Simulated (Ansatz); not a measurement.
Reaction (cleavage of the Si–Si bond): `O[SiH](F)[SiH2][SiH3]` + `C[SiH](N)O` → `C[Si@H](O)N[Si@@H](O)F` + `[SiH3][SiH3]`

Calculated with Ansatz (gas phase, PBE0-D4/def2-TZVP geometries, no zero-point term in ΔE). CBS: MP2 limit from def2 TZ/QZ plus the TZ coupled-cluster correction, frozen cores. Functionals use def2-TZVPP. B3LYP here is the variant with VWN-RPA as its local correlation; programs differ in this. Each species was taken in one conformer, which may not be the lowest.

`O[SiH](F)[SiH2][SiH3]`:

Cartesian coordinates in Å:
```
O 3.039 0.093 -0.004
Si 1.539 0.599 0.408
F 1.271 0.320 1.964
Si -0.166 -0.505 -0.766
Si -2.264 0.001 0.135
H 3.204 -0.849 -0.068
H 1.556 2.067 0.221
H -0.104 -0.098 -2.198
H 0.076 -1.977 -0.695
H -3.348 -0.634 -0.661
H -2.465 1.475 0.128
H -2.339 -0.490 1.536
```

`C[SiH](N)O`:

Cartesian coordinates in Å:
```
C 0.886 -0.929 -0.694
Si 0.193 0.523 0.243
N -1.225 -0.031 1.036
O -0.172 1.809 -0.723
H 1.751 -0.619 -1.285
H 1.214 -1.719 -0.013
H 0.146 -1.354 -1.377
H 1.220 1.094 1.153
H -1.701 0.533 1.720
H -1.361 -1.013 1.211
H -0.953 1.707 -1.271
```

`C[Si@H](O)N[Si@@H](O)F`:

Cartesian coordinates in Å:
```
C 1.434 -1.328 1.630
Si -0.008 -0.645 0.691
O -0.625 -1.867 -0.221
N 0.529 0.687 -0.296
Si -0.469 1.625 -1.286
O -1.802 0.698 -1.540
F -0.979 2.982 -0.614
H 1.122 -2.182 2.235
H 2.215 -1.673 0.947
H 1.861 -0.576 2.297
H -1.069 -0.122 1.590
H -1.309 -1.591 -0.836
H 1.526 0.799 -0.406
H 0.211 2.042 -2.528
H -2.638 1.151 -1.663
```

`[SiH3][SiH3]`:

Z-matrix (Å, degrees):
```
Si
Si 1 2.338
H 1 1.488 2 110.3
H 1 1.488 2 110.3 3 120.0
H 1 1.488 2 110.3 3 -120.0
H 2 1.488 1 110.3 3 59.9
H 2 1.488 1 110.3 3 179.9
H 2 1.488 1 110.3 3 -60.1
```

(1) Is it downhill or uphill in electronic energy at CCSD(T)/CBS, and by how much? (Best estimate.)

(2) What do these levels give: r2SCAN-D4, PBE0-D4, B3LYP-D4, ωB97X-V, ωB97M-V, B2PLYP, PBE, B3LYP, MP2/def2-TZVPP, HF/def2-QZVPP, MP2/def2-QZVPP, SCS-MP2/def2-QZVPP? (Estimate.)

Largest T1 diagnostic among the species: 0.013.

Results:

(1) Ansatz gave: Downhill: ΔE = -23.7 kcal/mol.

(2) Computed: r2SCAN-D4 -22.7, PBE0-D4 -20.7, B3LYP-D4 -23.2, ωB97X-V -23.3, ωB97M-V -24.8, B2PLYP -23.8, PBE -17.8, B3LYP -22.1, MP2/def2-TZVPP -25.7, HF/def2-QZVPP -27.3, MP2/def2-QZVPP -25.3, SCS-MP2/def2-QZVPP -25.4 kcal/mol.

The D4 term adds −1.1 kcal/mol with B3LYP and −0.6 kcal/mol with PBE0; it sums over pairs of atoms, weighted by their polarisabilities, and B3LYP, whose exchange is more repulsive, gets the larger term. In def2-TZVPP, CCSD(T) changes the Hartree–Fock value by +2.6 kcal/mol (the triples alone add +0.4 kcal/mol) and MP2 by +1.5 kcal/mol.
